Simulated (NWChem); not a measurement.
Molecule: GaHBrCl; SMILES [GaH]([Cl])[Br]

```xyz
4

Ga    -0.6403    -0.5417     0.0000
H     -2.1679    -0.7974     0.0000
Cl     0.7637    -2.1555     0.0000
Br     0.2582     1.5495     0.0000
```
Atoms are numbered in this order, from 1.

Program: NWChem. Structure relaxed at the PBE0/def2-SVP level. Ions are spin-unrestricted doublets at the neutral geometry; other ion states weren't tried.

### Question
Predict the results for PBE/def2-TZVP. Quantities: −ε(HOMO) (eV).

### Answer
```json
{
 "−ε(HOMO) (eV)": "7.35"
}
```
